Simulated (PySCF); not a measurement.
An unknown is described by computed data only.

Formula: C4H13NSi.

| Property | Result |
| --- | --- |
| UV, strongest line | among the 10 lowest singlet transitions: S3 at 6.10 eV (203 nm, f = 0.046) [TDDFT B3LYP/def2-SVPD] |
| Rotational structure | rotational constants A, B, C: 3.472, 2.033, 1.642 GHz [PBE0-D3(BJ)/def2-SVP] |
| XPS | Si2p3/2 106.2, C1s 289.8 (×2), C1s 291.3 (×2), N1s 403.9, Si1s 1846.0 eV [ΔSCF SCAN, pcX-2 on the ionised atom, pcseg-1 elsewhere, spin-free X2C, 2p3/2 from a spin–orbit splitting computed afterwards within the 2p shell] |
| 13C NMR | chemical shifts (computed TMS as zero) by class: 39.7 (2 C), -2.1 (2 C) ppm [GIAO B3LYP/pcSseg-1] |
| Valence photoelectron | vertical ionisation energy: 7.94 eV [ΔSCF B3LYP/def2-SVPD] |
| Dipole | 0.63 D [B3LYP/def2-SVPD] |

The electronic properties come from PySCF, for the isolated species, density fitting. Levels stand in brackets. Isolated species at its PBE0-D3(BJ)/def2-SVP geometry (one conformer only). Each NMR value is the plain mean over a class of atoms that symmetry, rotation or inversion makes alike.

Question: Give a SMILES that accounts for the data.

Answer: 4 carbons fall into 2 classes; from least to most shielded: carbon bonded to N and 3 H (39.7 ppm, 2 C, up to 3.7 ppm apart in this geometry), carbon bonded to Si and 3 H (-2.1 ppm, 2 C). The core levels belong to: Si2p3/2 106.2 eV, silicon bonded to 2 C, N and H; C1s 289.8 eV, carbon bonded to Si and 3 H; C1s 291.3 eV, carbon bonded to N and 3 H; N1s 403.9 eV, nitrogen bonded to 2 C and Si; Si1s 1846.0 eV, silicon bonded to 2 C, N and H. One atom of each topological class was ionised and stands for its class. The optimised geometry has point group C1 and is an asymmetric top. Structure: SiHMe2(NMe2), `CN(C)[SiH](C)C`. Computed isomers that give other values at the same levels: `CCCN(C)[SiH3]` (rotational constant A: 3.947 GHz; this holds for the one conformer computed); `[H][Si](C)(C)NCC` (13C chemical shifts (computed TMS as zero) by class: 41.3 (1 C), 22.3 (1 C), -2.3 (2 C) ppm); `CN[Si](C)(C)C` (13C chemical shifts (computed TMS as zero) by class: 30.4 (1 C), -1.0 (3 C) ppm). The assignments are read from this structure; whether some other isomer fits the data as well wasn't checked.
